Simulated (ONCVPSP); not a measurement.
## Cs (Z = 55): excitation energies, all-electron against ONCV

```json
{"Element": "caesium", "Generator": "ONCVPSP 4.0.1", "Type": "optimised norm-conserving Vanderbilt (ONCV)", "Functional": "LDA (Perdew-Wang 92)", "Relativity": "scalar-relativistic", "Frozen core": "[Kr] 4d10", "Valence charge": "9", "Reference configuration": "5s2 5p6 6s1", "Partial waves": "5s+6s: rc 2.85 bohr, ncon 4, nbas 7, qcut 3.4 1/bohr, 2 projectors; 5p: rc 2.60 bohr, ncon 3, nbas 8, qcut 4.4 1/bohr, 2 projectors, debl 0.4 Ha; d scattering state at 0.31 Ha: rc 2.95 bohr, ncon 4, nbas 7, qcut 3.3 1/bohr, 1 projector", "Local potential": "polynomial inside 2.00 bohr (lpopt 3, dvloc0 0 Ha)", "Core correction": "Teter function, fcfact 3, rcfact 1.3"}
```

In the p channel the program set the typed energies aside and used -0.500, 0.250 Ha. In the d channel the program set the typed energies aside and used 0.050 Ha.

Energies are relative to the spin-unpolarised reference configuration 5s2 5p6 6s1; without spin polarisation the order of configurations can differ from experiment.

```json
{"valence configuration": "5s2 5p6 6s0 6p1", "charge": "0", "ΔE all-electron (eV)": "1.474", "error AE − PS (meV)": "-0.2"}
{"valence configuration": "5s1 5p6 6s1", "charge": "+1", "ΔE all-electron (eV)": "31.887", "error AE − PS (meV)": "-170"}
```

(1) What are ΔE and the potential's error for 5s2 5p6 6s0.5?

(2) What are ΔE and the potential's error for 5s2 5p6 6s0?

Note: no bound ghost flagged; GHOST(+) flagged for s at 75.5 eV.

## Answers

(1) ΔE = 1.553 eV all-electron; the error (AE − PS) is -0.1 meV.

(2) ΔE = 3.997 eV all-electron; the error (AE − PS) is -0.5 meV.
